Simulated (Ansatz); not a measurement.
# Molecular dynamics of CH$_{4}$AlClSi

Input file:

```yaml
crystal:
  periodic: [false, false, false]
  atoms:
    - { symbol: Cl, position_ang: [-2.810454, 1.149723, 1.362032] }
    - { symbol: Al, position_ang: [-0.946046, 0.671996, 0.501656] }
    - { symbol: C, position_ang: [0.939135, 0.118902, 0.450118] }
    - { symbol: Si, position_ang: [0.204039, -1.031251, -0.792541] }
    - { symbol: H, position_ang: [0.120852, 1.883206, 0.085337] }
    - { symbol: H, position_ang: [1.838302, 0.745868, 0.510163] }
    - { symbol: H, position_ang: [0.749295, -1.302423, -2.168964] }
    - { symbol: H, position_ang: [-0.003025, -2.293122, -0.003604] }
basis:
  gaussian: { orbitals: "6-31G*" }
hamiltonian:
  xc: pbe
  dispersion: d4
md:
  timestep: 0.5
  n_steps: 200
  ensemble: nve
  temperature: 100.0
  initial_velocities: maxwell_boltzmann
  seed: 6434
```

Launched with:

```bash
$ ansatz run input.yaml --threads 1 --pin off --max-ram 2048MiB --backend cpu --events-out ev --progress --plain --runs-dir out
```

It starts at the highest image of a converged band. Of that band: The profile has 2 maxima (images 3, 6) with wells between them (image 4): this band takes more than one step, which may be the mechanism or a detour left from its start path. Neighbouring images differ by up to 2.1 eV, so the band resolves the path poorly. A vibrational analysis at the climbing image gives one clearly imaginary mode, 835i cm⁻¹: a first-order saddle point.

Output, in part (step lines, the closing report, with atoms numbered from 0):

```
md step     0: t =     0.00 fs  T =   100.0 K  F+E_penalty+E_count = -28081.73105996 eV  E_kin = 0.077556 eV  conserved = -28081.65350396 eV  (28 SCF iters)
md step     1: t =     0.50 fs  T =    99.5 K  F+E_penalty+E_count = -28081.73064025 eV  E_kin = 0.077143 eV  conserved = -28081.65349762 eV  (32 SCF iters)
md step     2: t =     1.00 fs  T =    97.9 K  F+E_penalty+E_count = -28081.72943452 eV  E_kin = 0.075953 eV  conserved = -28081.65348175 eV  (31 SCF iters)
md step     3: t =     1.50 fs  T =    95.7 K  F+E_penalty+E_count = -28081.72768854 eV  E_kin = 0.074230 eV  conserved = -28081.65345879 eV  (32 SCF iters)
md step     4: t =     2.00 fs  T =    93.3 K  F+E_penalty+E_count = -28081.72575963 eV  E_kin = 0.072327 eV  conserved = -28081.65343257 eV  (31 SCF iters)
md step     5: t =     2.50 fs  T =    91.1 K  F+E_penalty+E_count = -28081.72405783 eV  E_kin = 0.070651 eV  conserved = -28081.65340713 eV  (26 SCF iters)
md step     6: t =     3.00 fs  T =    89.7 K  F+E_penalty+E_count = -28081.72298204 eV  E_kin = 0.069596 eV  conserved = -28081.65338572 eV  (26 SCF iters)
md step     7: t =     3.50 fs  T =    89.6 K  F+E_penalty+E_count = -28081.72286625 eV  E_kin = 0.069495 eV  conserved = -28081.65337093 eV  (26 SCF iters)
[... lines left out ...]
Total energy: -28083.45089963 eV, -1032.0477849147 hartree
Atom 0 at    -2.756856     1.402062     1.509647 Å, force     0.808838    -0.811375    -0.698163 eV/Å
Atom 1 at    -1.205287     0.242848     0.374104 Å, force    -1.209668     0.835704    -0.072988 eV/Å
Atom 2 at     0.703791     0.350196     0.464517 Å, force     1.096875     1.847930     1.781759 eV/Å
Atom 3 at     0.448868    -1.016758    -0.872188 Å, force    -0.669019    -0.149606     0.139792 eV/Å
Atom 4 at     0.962083     1.321364    -0.153500 Å, force    -0.277249    -1.411247     0.943606 eV/Å
Atom 5 at     1.204721     0.419248     1.527607 Å, force    -0.114716    -0.463879    -2.050359 eV/Å
Atom 6 at     1.237437    -0.750391    -2.119325 Å, force    -0.077804    -0.175651    -0.119259 eV/Å
Atom 7 at     0.338265    -2.503783    -0.561496 Å, force     0.442743     0.328126     0.075612 eV/Å
Dipole moment:     0.345680    -0.175384    -0.100453 e Å
```

The steps, from the saved trajectory:

```csv
time (fs),T (K),potential energy less start (eV),conserved less start (meV/atom)
0.0,100,0.000,0.00
3.0,90,0.008,0.01
6.0,114,-0.011,0.02
9.0,212,-0.087,0.04
12.0,520,-0.325,0.10
15.0,1390,-1.000,0.04
18.0,1948,-1.441,-0.98
21.0,2606,-1.955,-1.47
24.0,1867,-1.371,-0.03
27.0,1231,-0.876,0.18
30.0,2252,-1.673,-0.59
33.0,1518,-1.086,1.73
36.0,1923,-1.416,-0.28
39.0,750,-0.503,0.19
42.0,1485,-1.074,0.01
45.0,1740,-1.282,-1.25
48.0,2139,-1.594,-1.59
51.0,954,-0.662,0.13
54.0,949,-0.656,0.22
57.0,2052,-1.533,-2.38
60.0,2364,-1.776,-2.47
63.0,1734,-1.267,0.02
66.0,1333,-0.955,0.20
69.0,2531,-1.898,-1.60
72.0,1550,-1.129,-0.61
75.0,1459,-1.055,-0.15
78.0,589,-0.377,0.27
81.0,1735,-1.271,-0.43
84.0,1044,-0.720,1.54
87.0,2239,-1.666,-0.89
90.0,1132,-0.799,0.22
93.0,1685,-1.230,-0.11
96.0,2195,-1.642,-2.16
99.0,2317,-1.738,-2.24
```

All steps were run. The conserved energy stayed within 2.5 meV per atom of its start (net change -0.99 meV per atom), so the integration is sound. The system heated up, since it started high on the potential surface and ran downhill. A run of 0.1 ps of so small a system gives no equilibrium averages. The orbitals stay closed-shell, which can raise the energy where a bond breaks towards radicals; this wasn't checked here.

The step under study would form Al2–H5 and break C3–H5. These pairs go: Al2–H5 1.67 → 2.48 Å, C3–H5 1.98 → 1.18 Å. In the last frame they stand as before the step (other bonds may differ from the relaxed reactants and products). These pairs come and go: their bonding changes 14 times, last at 94 of 100 fs, so the outcome isn't settled. It ends as one piece, CH4AlClSi. Pairs count as bonded within 1.25 times the sum of covalent radii (0.12 Å more for H–H).

Last frame:

```xyz
8
Properties=species:S:1:pos:R:3
Cl -2.757 1.402 1.510
Al -1.205 0.243 0.374
C 0.704 0.350 0.465
Si 0.449 -1.017 -0.872
H 0.962 1.321 -0.153
H 1.205 0.419 1.528
H 1.237 -0.750 -2.119
H 0.338 -2.504 -0.561
```

The run took 9.2 min on 1 thread of Arm Neoverse V2 (shared host), peak memory 0.12 GiB.
